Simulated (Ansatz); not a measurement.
Reaction (homolysis of the Si–Si bond): `[SiH3]O[SiH2][SiH3]` → `[SiH3]`• + `[SiH2]O[SiH3]`•

Program: Ansatz. Geometries: PBE0-D4/def2-TZVP. ΔE: electronic, gas phase. CBS: MP2 limit from def2 TZ/QZ plus the TZ coupled-cluster correction, frozen cores. This one scheme is used for every species. DFT in def2-TZVPP. B3LYP here is the variant with VWN-RPA as its local correlation; programs differ in this. No spin–orbit coupling; open shells (•) take unrestricted orbitals. One conformer a species, not always the lowest.

```
             level  ΔE (kcal/mol)  difference from CCSD(T)/CBS
            PBE-D4           75.6                         -4.3
        r2SCAN0-D4           73.5                         -6.4
           ωB97M-V           79.8                         -0.1
          PBE-QIDH           77.0                         -2.9
               PBE           73.5                         -6.4
            revPBE           69.2                        -10.7
              BLYP           69.2                        -10.7
             B3LYP           72.0                         -7.9
         CAM-B3LYP           74.0                         -5.9
       HF/def2-SVP           56.8                        -23.1
SCS-MP2/def2-TZVPP           77.4                         -2.5
   CCSD/def2-TZVPP           75.5                         -4.4
SCS-MP2/def2-QZVPP           79.3                         -0.6
      HF/CBS(def2)           56.2                        -23.7
     MP2/CBS(def2)           79.7                         -0.2
    CCSD/CBS(def2)           78.5                         -1.4
       CCSD(T)/CBS           79.9                            0
```

Largest T1 diagnostic among the species: 0.015.

In def2-TZVPP, CCSD(T) changes the Hartree–Fock value by +20.6 kcal/mol (the triples alone add +1.5 kcal/mol) and MP2 by +20.3 kcal/mol; breaking electron pairs costs correlation energy, which Hartree–Fock lacks. From PBE to PBE0 (25 % exact exchange), in def2-TZVPP and without D4, ΔE moves by +1.0 kcal/mol.
